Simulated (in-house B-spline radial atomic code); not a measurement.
Results of a calculation; reference values are marked as such.
## Cl in an electron gas of r_s = 1.5: phase shifts, screening and friction

A nucleus sits in a uniform electron gas with a rigid positive background. The Kohn-Sham equations are solved self-consistently in the spin-unpolarised LDA (PW92), non-relativistic, on B-splines with outgoing waves at the boundary and partial waves to l = 8. The model has no lattice, no bands and no magnetic solution. Atomic units; δ_l are the phase shifts at the Fermi level, counted so that each bound state adds π, and good to about 0.0005.

The density parameter is r_s = 1.5 bohr.

| l | δ_l (rad) |
| --- | --- |
| 0 | 7.1440 |
| 1 | 4.7352 |
| 2 | 0.8674 |
| 3 | 0.0985 |
| 4 | 0.0244 |
| 5 | 0.0068 |
| 6 | 0.0019 |
| 7 | 0.0006 |
| 8 | 0.0002 |

Bound levels below the band bottom (hartree): s -99.59, s -8.466, p -6.312, s -0.2568.

(1) Check the Friedel sum rule, and say where the screening charge sits.

(2) Find the transport cross section and the electronic stopping of a 5 keV Cl ion (mass 35.45 u).

Answers

(1) k_F = (9π/4)^(1/3)/r_s = 1.27944. The rule is Z = (2/π) Σ (2l + 1) δ_l. The terms are s 4.548, p 9.044, d 2.761, f 0.439 and 0.211 beyond, in all 17.003 against Z = 17. Bound states hold 6 s, 6 p, 0 d electrons, so the scattering states carry 5.00 in all; where a term is smaller than its bound count, the bound level has drawn weight out of the band.

(2) σ_tr = (4π/k_F²) Σ (l + 1) sin²(δ_l − δ_(l+1)). The terms for l = 0 to 3 are 0.4475, 0.8819, 1.4505, 0.0219, all together 2.8035, so σ_tr = 7.677 × 2.8035 = 21.522 bohr². With n = 3/(4π r_s³) = 0.07074, the friction coefficient is Q = n k_F σ_tr = 1.9477. For v well below v_F = 1.279, dE/dx = Q v; with 24801 eV per u at v = 1, v = √(5000/(24801 × 35.45)) = 0.0754, so dE/dx = 0.14688 hartree/bohr = 75.5 eV/nm. The largest term couples the d and f waves.
